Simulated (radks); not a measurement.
Excited configurations of Sb I: one electron is placed in a higher orbital outside [Kr] 4d10 5s2 5p2. The ground configuration is [Kr] 4d10 5s2 5p3. All-electron calculation, scalar-relativistic Kohn-Sham, r2SCAN, spin-polarised, spherical densities, finite nucleus; open shells are filled with parallel spins first (spin-orbit coupling, left out, can overturn this in heavy ions); meta-GGA in the generalised Kohn-Sham scheme; Fermi nuclear charge, rms radius 4.6802 fm. Program: a radial shooting solver on a logarithmic mesh with Libxc functionals. Excitation = E - E(ground); binding = E(ion) - E, where the ion is the core of charge +1; n* = 1/sqrt(2 binding) in atomic units, and the quantum defect is n - n*.

| outer orbital | excitation (eV) | binding (eV) | n* | <r> (bohr) |
|---|---|---|---|---|
| 5d | 7.440 | 1.875 | 2.694 | 7.783 |
| 5f | 8.711 | 0.604 | 4.746 | 30.44 |
| 6s | 6.095 | 3.220 | 2.056 | 6.643 |
| 6d | 8.178 | 1.137 | 3.459 | 16.05 |
| 7s | 7.820 | 1.495 | 3.016 | 14.13 |
| 7p | 8.165 | 1.151 | 3.439 | 17.93 |

The Delta-SCF ionisation energy is 9.315 eV (NIST Atomic Spectra Database: 8.608 eV, measured). Self-interaction in the functional shifts the binding energies and quantum defects, so they are the method's values and not measured ones. Open shells are spherical and high-spin; term and fine-structure splittings are not resolved. Spin-orbit splitting is averaged out at the scalar-relativistic level.
